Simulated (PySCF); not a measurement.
Bond curve of InO⁻

Set-up: basis In def2-TZVPPD with ECP28, O def2-TZVPPD; scalar-relativistic core potentials; PySCF 2.14. Energies in eV from In + O⁻ in their ground configurations at the same level. State: ¹Σ⁺ (singlet), closed shell.

All columns are ωB97X. A positive dipole points towards O; it is taken about the centre of mass and depends on that origin.

| R (Å) | E (eV) | μ (D) | Mulliken charge on In (basis-dependent) | HOMO (eV) | LUMO (eV) | Mayer bond order | ⟨S²⟩ |
| --- | --- | --- | --- | --- | --- | --- | --- |
| 1.650 | -2.950 | -2.27 | -0.26 | -2.27 | 4.87 | 1.67 | 0.00 |
| 1.727 | -3.740 | -3.00 | -0.22 | -2.41 | 4.82 | 1.63 | 0.00 |
| 1.804 | -4.158 | -3.70 | -0.18 | -2.52 | 4.76 | 1.59 | 0.00 |
| 1.861 | -4.297 | -4.21 | -0.14 | -2.58 | 4.71 | 1.56 | 0.00 |
| 1.919 | -4.325 | -4.70 | -0.11 | -2.62 | 4.66 | 1.53 | 0.00 |
| 1.977 | -4.270 | -5.19 | -0.07 | -2.65 | 4.60 | 1.51 | 0.00 |
| 2.053 | -4.103 | -5.83 | -0.03 | -2.66 | 4.52 | 1.48 | 0.00 |
| 2.149 | -3.796 | -6.61 | 0.01 | -2.64 | 4.41 | 1.46 | 0.00 |
| 2.264 | -3.344 | -7.51 | 0.06 | -2.58 | 4.27 | 1.44 | 0.00 |
| 2.418 | -2.689 | -8.65 | 0.10 | -2.34 | 4.08 | 1.42 | 0.00 |

A fit through these points gives, at Re = 1.907 Å, μ = -4.60 D and dμ/dR = -8.61 D/Å; the reduced mass is 14.04 u.

How strong is the fundamental in the double-harmonic approximation, I = 42.26·(dμ/dR)²/μred km/mol?

I = 42.26·(-8.61)²/14.04 = 223 km/mol at ωB97X.

Spin–orbit coupling is left out, which matters for elements this heavy, above all for dissociation energies. For an ion De counts to the pair picked by the measured ionisation energies or electron affinities, which need not be the lowest pair at this level.
